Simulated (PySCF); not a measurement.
**Computed structure and properties of [Tl(OH)4]−**

System: [Tl(OH)4]− (singlet); start: template (S4). Method: PySCF 2.14.0, RKS B3LYP, Tl def2-SVP with ECP60, O def2-SVP, H def2-SVP; non-relativistic Hamiltonian with scalar-relativistic core potentials where named; density fitting; no spin-orbit coupling.

Input of the relaxation:

```python
mol = gto.M(atom='''
Tl    -0.00000     0.00000    -0.00000
O      1.13300     1.13300     1.13300
H      1.90010     1.40510     1.65260
O     -1.13300    -1.13300     1.13300
H     -1.90010    -1.40510     1.65260
O      1.13300    -1.13300    -1.13300
H      1.40510    -1.90010    -1.65260
O     -1.13300     1.13300    -1.13300
H     -1.40510     1.90010    -1.65260''',
    basis={'Tl': 'def2-SVP', 'O': 'def2-SVP', 'H': 'def2-SVP'},
    ecp={'Tl': 'def2-SVP'},
    charge=-1, spin=0)
mf = dft.RKS(mol, xc='B3LYP')
mf.grids.atom_grid = (50, 194)
mf = mf.density_fit()  # fitting sets: Tl def2-universal-JKFIT, O def2-universal-JKFIT, H def2-universal-JKFIT
mf.conv_tol = 1e-08; mf.max_cycle = 55
mf.kernel(dm0)  # dm0: converged density of the start geometry
# quasi-Newton relaxation in Cartesian coordinates to a largest gradient under 0.00045 Eh/bohr, steps kept in the point group
```

Run from Python with OMP_NUM_THREADS=2; the lines above give its settings. Where DIIS fails, smearing, a level shift and second-order steps follow.
It took 49 s on 2 threads of Arm Neoverse V2, on a shared host, from the converged density of the start.

Course of the relaxation:

| step | energy above end (eV) | largest force component within the symmetry (eV/Å) |
| --- | --- | --- |
| 0 | 3.2674 | 2.801 |
| 1 | 2.1797 | 1.296 |
| 2 | 1.3550 | 1.040 |
| 3 | 1.0268 | 2.629 |
| 4 | 0.6801 | 1.332 |
| 5 | 0.3262 | 0.535 |
| 6 | 0.0863 | 0.439 |
| 7 | 0.0128 | 0.333 |
| 8 | 0.0018 | 0.121 |
| 9 | 0.0006 | 0.015 |
| 10 | 0.0004 | 0.012 |
| 11 | 0.0003 | 0.076 |
| 12 | 0.0003 | 0.080 |
| 13 | 0.0000 | 0.012 |
| 14 | 0.0000 | 0.004 |

Relaxed geometry (S4):

```xyz
9

Tl    0.0000    0.0000    0.0001
O     1.0179    1.5220    1.1680
H     1.8269    1.0637    1.4407
O    -1.0179   -1.5220    1.1680
H    -1.8269   -1.0637    1.4407
O     1.5220   -1.0180   -1.1678
H     1.0634   -1.8268   -1.4409
O    -1.5220    1.0180   -1.1678
H    -1.0634    1.8268   -1.4409
```

| contact | Å |
| --- | --- |
| Tl1–O2 (OH) | 2.172 |
| Tl1–O4 (OH) | 2.172 |
| Tl1–O6 (OH) | 2.172 |
| Tl1–O8 (OH) | 2.172 |

On the finer grid (75, 302):

```
HOMO                                                          : -2.19 eV
LUMO                                                          : 2.86 eV
Dipole about the centre of mass                               : 0.00 D
Set of Mulliken populations of Tl1 outside the core potential : s 3.04, p 7.24, d 10.23
D3(BJ) dispersion energy (not in the energies)                : -0.252 eV
```

```json
{"atom": "Tl1", "Mulliken (e)": "0.49", "Löwdin (e)": "0.23", "spin (e)": "0.00"}
{"atom": "O2", "Mulliken (e)": "-0.52", "Löwdin (e)": "-0.35", "spin (e)": "0.00"}
{"atom": "H3", "Mulliken (e)": "0.14", "Löwdin (e)": "0.04", "spin (e)": "0.00"}
{"atom": "O4", "Mulliken (e)": "-0.52", "Löwdin (e)": "-0.35", "spin (e)": "0.00"}
{"atom": "H5", "Mulliken (e)": "0.14", "Löwdin (e)": "0.04", "spin (e)": "0.00"}
{"atom": "O6", "Mulliken (e)": "-0.52", "Löwdin (e)": "-0.35", "spin (e)": "0.00"}
{"atom": "H7", "Mulliken (e)": "0.14", "Löwdin (e)": "0.04", "spin (e)": "0.00"}
{"atom": "O8", "Mulliken (e)": "-0.52", "Löwdin (e)": "-0.35", "spin (e)": "0.00"}
{"atom": "H9", "Mulliken (e)": "0.14", "Löwdin (e)": "0.04", "spin (e)": "0.00"}
```

On the grid (50, 194), as all that follows. Harmonic modes: a minimum within the noise of the softest modes; lowest 43 cm⁻¹ (negative: unstable), highest 3784 cm⁻¹, zero-point energy 1.326 eV.

Taking off one OH (charge -1, singlet; the rest: singlet) in vacuum, both parts rigid, costs 5.40 eV; the small basis without counterpoise inflates it.

Rigid scan of OH along the line from its metal:

```
distance to O2 (Å)  energy (eV)
              1.87        0.931
              1.97        0.350
              2.07        0.074
              2.17        0.000
              2.27        0.055
              2.37        0.188
              2.57        0.569
              2.87        1.187
              3.27        1.876
              3.77        2.483
```

One start shape was tried, so this needn't be the lowest isomer.
